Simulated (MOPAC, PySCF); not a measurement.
HF3SSi, SMILES `F[Si](F)(F)S`, neutral singlet in the gas phase. 

Z-matrix (Å, degrees):
```
Si
F 1 1.5907
F 1 1.5932 2 108.57
F 1 1.5932 2 108.57 3 114.94
S 1 2.1042 2 107.67 4 122.53
H 5 1.3565 1 91.81 2 180.00
```
Charge 0, spin multiplicity 1.

All levels are single points at this geometry (PBE-D3(BJ)/def2-TZVP); Pople sets use spherical d functions. Orbital energies aren't observables, and empty levels follow the basis.

PBE/6-31G* in PySCF gives HOMO (eV) = -7.09.

Question: Estimate the HOMO (eV) from each of these levels: PBE-D3(BJ)/def2-TZVP in PySCF; B3LYP/3-21G in PySCF; B3LYP/6-31G* in PySCF; M06-2X/6-31G* in PySCF; HF/6-31G* in PySCF; PM3 in MOPAC; PM6 in MOPAC; PM7 in MOPAC.

Answer: 
```csv
level,HOMO (eV)
PBE-D3(BJ)/def2-TZVP in PySCF,-7.25
B3LYP/3-21G in PySCF,-8.46
B3LYP/6-31G* in PySCF,-8.16
M06-2X/6-31G* in PySCF,-9.67
HF/6-31G* in PySCF,-11.54
PM3 in MOPAC,-9.94
PM6 in MOPAC,-9.89
PM7 in MOPAC,-10.17
```
